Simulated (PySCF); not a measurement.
# Energy of Nd (neodymium, neutral) between two integer charges

The 6s beta orbital of [Xe] 4f4 6s2 is emptied in steps (occupation f), with all orbitals relaxed, ending at [Xe] 4f4 6s1. Calculation: PySCF 2.14, in def2-SVP with the def2 core potential (28 electrons); a scalar-relativistic core potential. The exact energy is a straight line in f; departures are measured from the line between the end points of the same method.

| f | BHandHLYP (eV) |
| --- | --- |
| 1 | 0.000 |
| 0.75 | -0.215 |
| 0.5 | -0.293 |
| 0.25 | -0.226 |
| 0 | 0.000 |

```json
{"method": "BHandHLYP", "E(f=0) − E(f=1) (eV)": "5.374", "−ε at f=1 (eV)": "4.248", "−ε at f=0.5 (eV)": "5.347"}
```

Orbital energy along the path (eV):

| f | BHandHLYP |
| --- | --- |
| 1 | -4.248 |
| 0.75 | -4.783 |
| 0.5 | -5.347 |
| 0.25 | -5.953 |
| 0 | -6.582 |

Reference removal energy between the ground levels: 5.525 eV (measured; NIST Atomic Spectra Database, ionization energies). The calculation has no spin-orbit coupling.
